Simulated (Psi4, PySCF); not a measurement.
Here is a job for Psi4.
```
memory 2 GB

molecule {
0 2
O     0.93516458   -0.41718063   -0.00427454
Si   -0.41130666    0.26471841    0.00831062
H    -1.72302340   -0.36861259   -0.08215239
}

set {
  basis 6-31g**
  reference uks
  scf_type pk
  puream true
  d_convergence 1e-8
  dft_radial_points 99
  dft_spherical_points 590
}

energy('blyp')
print_variables()
```

Question: Write the same job for PySCF.

Answer: One answer among several that fit: 
```python
from pyscf import gto, scf, dft

mol = gto.M(
    atom='''
O     0.935165   -0.417181   -0.004275
Si   -0.411307    0.264718    0.008311
H    -1.723023   -0.368613   -0.082152
''',
    basis='6-31g**',
    charge=0,
    spin=1,
    verbose=4,
)

mf = dft.UKS(mol)
mf.xc = 'blyp'
mf.grids.atom_grid = (99, 590)
mf.grids.prune = None
mf.kernel()
```

Both were run: Psi4 gave -365.232378 Eh and PySCF -365.232378 Eh, 0.000 mEh apart.
